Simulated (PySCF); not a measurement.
# ECD: `FC=C=C(F)C(F)(F)F`, C₄HF₅

Geometry (Å), atoms numbered from 1 in this order:
```xyz
10

F     2.971    0.543   -0.436
C     2.031    0.363    0.477
C     0.873   -0.189    0.223
C    -0.316   -0.687    0.013
F    -0.612   -1.976    0.120
C    -1.529    0.125   -0.382
F    -1.230    1.412   -0.484
F    -2.493   -0.016    0.526
F    -2.008   -0.295   -1.550
H     2.322    0.722    1.471
```

Method used: TDDFT CAM-B3LYP/aug-cc-pVDZ circular dichroism and optical rotation, one conformer, gas phase (PySCF). Geometry: PBE0-D3(BJ)/def2-SVP.

No stereocentre is labelled: unless the shape is locked (an allene, a helicene, a hindered biaryl), the mirror image is equally populated and a measured rotation or CD is zero.

Question: Which excitations and rotatory strengths does the calculation give?

Answer: Rotatory strengths R in 10⁻⁴⁰ esu² cm², velocity form and length form (origin at the centre of mass); f in length form.
| state | E (eV) | λ (nm) | f | R (velocity) | R (length) | main |
| --- | --- | --- | --- | --- | --- | --- |
| 1 | 5.44 | 228 | 0.001 | -2.5 | -2.6 | HOMO→LUMO 0.87 |
| 2 | 5.85 | 212 | 0.0007 | -4.6 | -5.3 | HOMO−1→LUMO+1 0.90 |
| 3 | 6.84 | 181 | 0.009 | +1.7 | +1.7 | HOMO−1→LUMO 0.52, HOMO→LUMO+1 0.41 |
| 4 | 7.62 | 163 | 0.625 | -2.4 | -2.4 | HOMO→LUMO+1 0.37, HOMO−1→LUMO 0.30 |
| 5 | 7.76 | 160 | 0.328 | +4.1 | +4.1 | HOMO→LUMO+2 0.65, HOMO−1→LUMO 0.10 |
| 6 | 8.01 | 155 | 0.212 | -3.5 | -2.7 | HOMO−1→LUMO+2 0.70 |
| 7 | 8.55 | 145 | 0.013 | +5.8 | +6.0 | HOMO→LUMO+5 0.48, HOMO→LUMO+4 0.21 |
| 8 | 8.70 | 143 | 0.0007 | -2.1 | -2.1 | HOMO−2→LUMO 0.81 |
| 9 | 8.79 | 141 | 0.016 | -0.3 | -0.7 | HOMO−1→LUMO+3 0.43, HOMO−1→LUMO+4 0.26 |
| 10 | 8.83 | 140 | 0.005 | -1.0 | -1.1 | HOMO→LUMO+3 0.38, HOMO→LUMO+5 0.32 |
| 11 | 8.92 | 139 | 0.001 | -3.7 | -4.6 | HOMO−2→LUMO+1 0.49, HOMO−3→LUMO+1 0.41 |
| 12 | 9.01 | 138 | 0.046 | +15.0 | +15.2 | HOMO→LUMO+4 0.46, HOMO→LUMO+3 0.14 |

Among the states computed, the strongest CD band (largest |R|) is state 12. The largest dissymmetry factor in size, g = 4R/(D+G), with D and G the electric and magnetic dipole strengths, is -0.07 for state 2 (velocity form, f = 0.0006), among bands with |R| over 0.5. The mirror image has the same energies and oscillator strengths and all R with the opposite sign.
